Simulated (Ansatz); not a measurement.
```yaml
crystal:
  periodic: [false, false, false]
  atoms:
    - {symbol: C, position_ang: [0.893788, -0.611603, 1.718839]}
    - {symbol: C, position_ang: [0.671971, -0.394718, 0.359005]}
    - {symbol: O, position_ang: [1.273669, -0.612697, -0.798215]}
    - {symbol: O, position_ang: [-0.317879, 0.318062, -0.095744]}
    - {symbol: Si, position_ang: [-0.945666, 0.878596, -1.611429]}
    - {symbol: F, position_ang: [-2.203730, 1.716601, -1.387177]}
    - {symbol: F, position_ang: [-1.229351, -0.442492, -2.203744]}
    - {symbol: H, position_ang: [1.733623, -1.356770, 1.654745]}
    - {symbol: H, position_ang: [0.854571, 0.305696, 2.256567]}
    - {symbol: H, position_ang: [-0.050755, -1.195217, 1.973892]}
    - {symbol: H, position_ang: [0.308563, 1.663995, -2.192596]}
basis:
  gaussian: {orbitals: "6-31++G**", point_charges: [{charge: 0.50, position_ang: [4.720, 0.660, 0.525]}]}
hamiltonian: {xc: {name: HF}}
accuracy: high
relax: {f_tol: 0.0001, max_steps: 1}
output: {forces: true}
```

```sh
$ ansatz run in.yaml --threads 2 --pin off --events-out ev --progress --plain --max-ram 32768MiB --backend cpu
```

Shortened log:

```
Functional definition: HF
3613 factors; integrals over basis functions are off by at most 2.3e-9 eV
mean field evaluation 1: about -19468.0236 eV, gradient 5.9e1 eV
mean field evaluation 2: about -19468.1712 eV, gradient 5.9e1 eV
mean field evaluation 4: about -19474.7564 eV, gradient 6.1e0 eV
mean field evaluation 8: about -19474.8679 eV, gradient 5.0e-1 eV
mean field -19474.86958783 eV, -715.6882568121 hartree, gradient 7.1e-8 eV, S^2 0.000000; 0 other end points of the search recorded, 0 dependent functions left out
reference -19474.86958783 eV, -715.6882568121 hartree; 32, 32 occupied and 129, 129 virtual orbitals, 3613 factors
relax step   1: F+E_penalty+E_count = -19474.86958783 eV  Δ(F+E_penalty+E_count) = +0.000e0 eV  max|allowed force component| = 1.493e1 eV/Å  Δτ_max = 0.0000 Å  (54 SCF iters, accepted)
Error: geometry relaxation did not converge after 1 steps: max|allowed force component| = 1.49e1 eV/Å (threshold 1.0e-4). Raise `relax.max_steps` over both its present limit and 1, loosen `relax.f_tol`, or start from a geometry closer to equilibrium. Where this run's directory can be resumed (`checkpoint.write`), a resume goes on for up to `relax.max_steps` more
```

(1) What is wrong with this run?

Results:

(1) The relaxation is allowed too few steps for its threshold. No converged result was reached.
